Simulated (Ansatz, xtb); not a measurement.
**A geometry optimisation of H6Si2Sn with r2SCAN-D4/def2-SVP**

The starting geometry of this gas-phase singlet has its atoms placed at random.

```
atom    x (Å)    y (Å)    z (Å)
  Si   1.4476   1.0610  -0.7486
  Si   1.0860   1.4716   1.6770
  Sn  -1.2786   0.0631   0.4136
   H  -0.5658  -0.1731   1.8933
   H  -1.3475   0.7272  -1.7213
   H   1.3980  -0.9243  -0.2977
   H  -0.2701   1.3272  -0.7249
   H  -0.3391  -1.3919  -1.1294
   H  -0.7463  -1.7660   0.1763
```

Q: One run relaxed it with r2SCAN-D4/def2-SVP. What is a likely outcome?

A: It falls apart into H4Si2Sn + H2. Distances that change by over a tenth: Si1–H7 (1.74 → 1.50 Å). Contacts that open: Sn3–H4 (1.66 → 3.83 Å), Sn3–H7 (1.98 → 4.10 Å), Sn3–H9 (1.92 → 3.90 Å). Contacts that close: Si1–H5 (2.98 → 1.56 Å), Si1–H6 (2.04 → 1.50 Å), Si2–Sn3 (3.03 → 2.44 Å), Si2–H4 (2.34 → 1.49 Å), H8–H9 (1.42 → 0.76 Å).

The energy falls by 9.04 eV over 61 steps:

| step | E − E(last) (eV) |
| --- | --- |
| 1 | 9.040 |
| 8 | 1.251 |
| 14 | 0.267 |
| 21 | 0.048 |
| 28 | 0.008 |
| 34 | 0.007 |
| 41 | 0.004 |
| 48 | 0.002 |
| 54 | 0.000 |
| 61 | 0.000 |

Final geometry (Å):

```json
{"atom": "Si", "x (Å)": "0.6289", "y (Å)": "0.8465", "z (Å)": "-0.5722"}
{"atom": "Si", "x (Å)": "-0.0533", "y (Å)": "0.7269", "z (Å)": "1.6099"}
{"atom": "Sn", "x (Å)": "-2.2501", "y (Å)": "1.0107", "z (Å)": "0.5964"}
{"atom": "H", "x (Å)": "0.8748", "y (Å)": "0.5727", "z (Å)": "2.7657"}
{"atom": "H", "x (Å)": "-0.8132", "y (Å)": "1.0068", "z (Å)": "-1.1500"}
{"atom": "H", "x (Å)": "1.1452", "y (Å)": "-0.3620", "z (Å)": "-1.2885"}
{"atom": "H", "x (Å)": "1.3395", "y (Å)": "2.0576", "z (Å)": "-1.0900"}
{"atom": "H", "x (Å)": "-0.7161", "y (Å)": "-3.0131", "z (Å)": "-0.9207"}
{"atom": "H", "x (Å)": "-0.7715", "y (Å)": "-2.4514", "z (Å)": "-0.4122"}
```

From the same start GFN2-xTB ends elsewhere, in pieces: H4Si2Sn + H2.

From so rough a start the end depends on the optimiser's path, so another program may land elsewhere. No frequencies were run, so the end isn't proven a minimum. Atoms past krypton carry core potentials, without spin–orbit terms. Run with Ansatz 0.2.0, 2.4 min on 2 threads of Intel(R) Xeon(R) Platinum 8259CL CPU @ 2.50GHz (Skylake/Cascade Lake), with other jobs on the host.
